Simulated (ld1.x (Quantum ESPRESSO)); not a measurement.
An all-electron radial function and its pseudo partner (iridium (Ir))

Columns: radius, all-electron u(r) and pseudo u(r) of the 5p shell (level -55.29 eV) of iridium in the configuration [Kr] 4d10 4f14 5s2 5p6 5d7 6s1.75 6p0.25; PW91, scalar-relativistic, TM scheme, ld1.x (Quantum ESPRESSO) 7.5.

```tsv
r (bohr)	all-electron	pseudo
0.085	-0.1038	-0.0099
0.170	-0.3132	-0.0401
0.255	0.2623	-0.0925
0.340	0.5790	-0.1701
0.425	0.4671	-0.2758
0.510	0.1229	-0.4104
0.595	-0.2683	-0.5691
0.680	-0.6060	-0.7383
0.765	-0.8538	-0.8958
0.850	-1.0092	-1.0172
0.935	-1.0858	-1.0862
1.020	-1.1012	-1.1012
1.105	-1.0727	-1.0727
1.190	-1.0154	-1.0154
1.275	-0.9408	-0.9408
1.360	-0.8575	-0.8575
1.445	-0.7718	-0.7718
1.530	-0.6878	-0.6878
1.615	-0.6080	-0.6080
1.700	-0.5340	-0.5340
1.785	-0.4666	-0.4666
1.870	-0.4059	-0.4059
1.955	-0.3517	-0.3517
2.040	-0.3039	-0.3039
2.125	-0.2619	-0.2619
2.210	-0.2252	-0.2252
```

How many radial nodes do the two functions have?

The all-electron 5p function has n − l − 1 = 3 (the table is too coarse to show those close to the nucleus); the pseudo-wave has 0, since the states of the same l below it are removed with the core.

At about which radius was the pseudo-wave matched?

1.15 bohr. The columns agree to 0.0005 from 0.94 bohr on; several derivatives are matched, so the curves merge somewhat inside the radius.

Is the pseudo-wave norm-conserving?

Yes: the TM scheme keeps the norm inside the radius equal to the all-electron one, which fixes the energy derivative of the logarithmic derivative at the level.
